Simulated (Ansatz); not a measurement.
Geometry optimisation, RKS PBE0-D4/def2-SVP in Ansatz.

Input:

```yaml
crystal:
  periodic: [false, false, false]
  atoms:
    - { symbol: "N", position_ang: [-1.4406, 0.6106, 1.0302] }
    - { symbol: Si, position_ang: [-0.1117, 0.8395, 0.0475] }
    - { symbol: O, position_ang: [-0.82993, 1.36013, -1.32561] }
    - { symbol: Si, position_ang: [1.54613, 2.35841, 0.85738] }
    - { symbol: S, position_ang: [2.21683, 1.60646, 2.82805] }
    - { symbol: Cl, position_ang: [0.71539, 4.18322, 1.13381] }
    - { symbol: H, position_ang: [-2.1247, 0.0266, 0.5741] }
    - { symbol: H, position_ang: [-1.9292, 1.5695, 1.0709] }
    - { symbol: H, position_ang: [0.44252, -0.4707, -0.21854] }
    - { symbol: H, position_ang: [-1.57856, 2.02575, -1.20301] }
    - { symbol: H, position_ang: [2.66433, 2.43326, 0.00799] }
    - { symbol: H, position_ang: [2.82098, 0.53865, 2.3527] }
basis:
  gaussian: { orbitals: def2-SVP }
hamiltonian:
  xc: pbe0
  dispersion: d4
relax:
  f_tol: 0.015
  max_steps: 40
```

Run as:

```bash
$ ansatz run input.yaml --threads 2 --pin off --max-ram 3072MiB --backend cpu --events-out ev --progress --plain --runs-dir out
```

Where does it end, and by what steps?

The run converged. After 30 steps the energy has fallen by 1.168 eV; H12 moved furthest, 1.82 Å.

| step | energy less start (eV) | largest force component (eV/Å) | accepted |
| --- | --- | --- | --- |
| 0 | 0.0000 | 2.329 | yes |
| 2 | -0.7890 | 0.675 | yes |
| 4 | -0.9171 | 1.423 | yes |
| 6 | -0.9684 | 0.118 | yes |
| 8 | -0.9461 | 0.904 | no |
| 10 | -0.9834 | 0.266 | yes |
| 12 | -0.9968 | 0.420 | yes |
| 14 | -1.0453 | 0.354 | yes |
| 16 | -1.1092 | 0.697 | yes |
| 18 | -1.0914 | 0.958 | no |
| 20 | -1.1639 | 0.070 | yes |
| 22 | -1.1660 | 0.059 | yes |
| 24 | -1.1665 | 0.025 | yes |
| 26 | -1.1671 | 0.061 | yes |
| 28 | -1.1674 | 0.029 | yes |
| 30 | -1.1675 | 0.012 | yes |

```xyz
12
Properties=species:S:1:pos:R:3
N -1.013 0.496 1.263
Si -0.101 0.805 -0.179
O -0.870 1.586 -1.435
Si 1.559 2.236 0.634
S 2.213 1.521 2.532
Cl 0.453 4.033 0.768
H -1.633 -0.307 1.308
H -1.419 1.284 1.759
H 0.336 -0.513 -0.706
H -0.960 2.540 -1.322
H 2.771 2.568 -0.164
H 1.055 0.833 2.698
```

The run took 2.8 min on 2 threads of Intel(R) Xeon(R) Platinum 8488C (Sapphire Rapids), on a shared host, peak memory 0.36 GiB.
